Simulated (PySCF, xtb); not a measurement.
C₂H₇ClFNSi, SMILES N[Si@](CC)(Cl)F.

GFN2-xTB in xtb at its own geometry gives an orbital gap of 7.09 eV and a dipole moment of 2.89 D.

The structure is a stationary point at PBE-D3(BJ)/def2-SVP. The structure was generated by enumeration; whether it is a known compound was not checked. Other conformers were not sampled.

Q: What does PySCF with HF/def2-TZVP give? (An estimate is asked for; the answer gives what the named calculation found.)

A: gap 15.01 eV (levels -11.86 and 3.15 eV), dipole 2.68 D.
